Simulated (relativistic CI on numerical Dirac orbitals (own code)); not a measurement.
**Ru5+: M2,3 absorption edge**

Computed with this model: Dirac-Coulomb-Breit CI, KLI orbitals optimised for each configuration, QED by a radiative potential, valence Slater integrals scaled by 0.7, multiplet model of core-to-valence dipole absorption; configurations [Kr] 4d3 → [Ne] 3s2 3p5 3d10 4s2 4p6 4d4; 80 K; Lorentzian 3 eV and Gaussian 0.4 eV FWHM. Energies are those of the free ion, without screening or charge transfer. The branching ratio is the share of the lower-energy edge in the whole absorption, uncertain by about 0.02 where the edges overlap. S is read from ⟨S²⟩ = S(S + 1).

Field parameters in Wybourne normalisation: Td as Oh with Dq negative (B⁴₀ = 21Dq, B⁴₄ = √(5/14) B⁴₀). The field is a parameter set, without covalency.

Case free ion, the dichroism is that of the ground state at zero temperature, magnetised by exchange field 10 meV on Sz. The dichroism I(Δm = −1) − I(Δm = +1), over the sum of the three polarisations, integrates to 0.1019 on the lower edge and 0.0667 on the upper edge. The branching ratio is 0.834.

**Question.** Use the orbital sum rule with 7 holes to get ⟨Lz⟩.

**Answer.** For a p → d edge ⟨Lz⟩ = 2 × n_h × (sum of both integrals) in this sign convention = 2.36; the ground state itself has ⟨Lz⟩ = 2.45 and ⟨Sz⟩ = -0.95. The rule assumes one radial integral for both edges, which relativistic orbitals only approach.
